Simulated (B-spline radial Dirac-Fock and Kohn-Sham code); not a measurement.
Auger parameter of tungsten: the L3 level and its strongest L3-MM line

The computed values come from a radial finite-basis atomic code: Dirac-Fock (average of configuration) total-energy differences with a finite nucleus, the Breit interaction including its frequency dependence, and self-energy and vacuum-polarisation corrections. The modified Auger parameter α′ is the binding energy plus the kinetic energy of the Auger electron; it does not depend on the energy zero. For free ions it tends to fall with charge, since less charge screens the final holes.

```
           species           configuration  binding 2p3/2 (eV)  Auger line  kinetic (eV)  α′ (eV)
                 W       [Xe] 4f14 5d4 6s2             10213.6    M3M3 J=2        5576.9  15790.5
                 W       [Xe] 4f14 5d5 6s1             10210.6    M3M3 J=2        5580.7  15791.3
                 W           [Xe] 4f14 5d6             10208.1    M3M3 J=2        5584.2  15792.3
                W⁺       [Xe] 4f14 5d4 6s1             10221.7    M3M3 J=2        5567.4  15789.1
                W⁺       [Xe] 4f14 5d3 6s2             10225.3    M3M3 J=2        5563.2  15788.5
                W⁺       [Xe] 4f14 5d4 6p1             10223.3    M3M3 J=2        5565.9  15789.1
   W⁺ (Watson 2 Å)       [Xe] 4f14 5d4 6s1             10214.8    M3M3 J=2        5574.4  15789.3
               W²⁺           [Xe] 4f14 5d4             10231.0    M3M3 J=2        5556.9  15787.9
W²⁺ (Watson 1.6 Å)           [Xe] 4f14 5d4             10213.7    M3M3 J=2        5574.7  15788.4
               W³⁺           [Xe] 4f14 5d3             10245.2    M3M3 J=2        5541.2  15786.4
W³⁺ (Watson 1.6 Å)           [Xe] 4f14 5d3             10218.6    M3M3 J=2        5568.1  15786.7
W³⁺ (Watson 2.2 Å)           [Xe] 4f14 5d3             10225.6    M3M3 J=2        5560.9  15786.4
               W⁴⁺           [Xe] 4f14 5d2             10260.8    M3M3 J=2        5524.4  15785.2
               W⁴⁺       [Xe] 4f14 5d1 6s1             10265.3    M3M3 J=2        5519.6  15784.9
               W⁴⁺           [Xe] 4f14 6s2             10270.1    M3M3 J=2        5514.7  15784.7
               W⁴⁺       [Xe] 4f14 5d1 6p1             10266.7    M3M3 J=2        5518.3  15785.0
               W⁵⁺           [Xe] 4f14 5d1             10277.6    M3M3 J=2        5506.6  15784.2
W⁵⁺ (Watson 2.7 Å)           [Xe] 4f14 5d1             10250.9    M3M3 J=2        5533.3  15784.2
               W⁶⁺               [Xe] 4f14             10295.6    M3M3 J=2        5487.9  15783.5
W⁶⁺ (Watson 1.6 Å)               [Xe] 4f14             10241.6    M3M3 J=2        5541.9  15783.5
               W⁷⁺               [Xe] 4f13             10327.5    M3M3 J=2        5450.9  15778.5
               W⁸⁺  [Kr] 4d10 4f14 5s2 5p4             10340.8    M3M3 J=2        5443.0  15783.8
```
